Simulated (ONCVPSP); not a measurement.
## gold: excitation energies, all-electron against ONCV

```
Element                 : Au (Z = 79)
Generator               : ONCVPSP 4.0.1
Type                    : optimised norm-conserving Vanderbilt (ONCV)
Functional              : PBE
Relativity              : scalar-relativistic
Frozen core             : [Xe] 4f14
Valence charge          : 11
Reference configuration : 5d10 6p1
Partial waves           : s scattering state at 0.2 Ha: rc 2.95 bohr, ncon 3, nbas 7, qcut 2.6 1/bohr, 2 projectors, debl 2.2 Ha; 6p: rc 3.65 bohr, ncon 3, nbas 7, qcut 1.9 1/bohr, 2 projectors, debl 2.9 Ha; 5d: rc 1.50 bohr, ncon 4, nbas 8, qcut 7.6 1/bohr, 2 projectors, debl 0.6 Ha
Local potential         : polynomial inside 0.95 bohr (lpopt 4, dvloc0 0 Ha)
Core correction         : Teter function fitted to the true core (icmod 2), fcfact 0.65
```

In the s channel the program set the typed energies aside and used 0.050, 2.250 Ha.

Energies are relative to the spin-unpolarised reference configuration 5d10 6p1; without spin polarisation the order of configurations can differ from experiment.

Problem. Give the all-electron excitation energy and the error of the potential for: 5d10 6s1 6p0; 5d10 6p0; 5d9 6p0; 5d9 6s1 6p0.

Solution.

```
valence configuration  charge  ΔE all-electron (eV)  error AE − PS (meV)
         5d10 6s1 6p0       0                -5.249                  +53
             5d10 6p0      +1                 4.160                 -5.3
              5d9 6p0      +2                25.369                  -42
          5d9 6s1 6p0      +1                 6.875                  +93
```

Note: ghosts flagged at negative energy: s at -114.1 eV, p at -99.8 eV (a further GHOST(-) flag falls on a real empty level of the atom); GHOST(+) flagged for s at 79.1 eV. A true bound ghost makes a file unfit for plane-wave use.
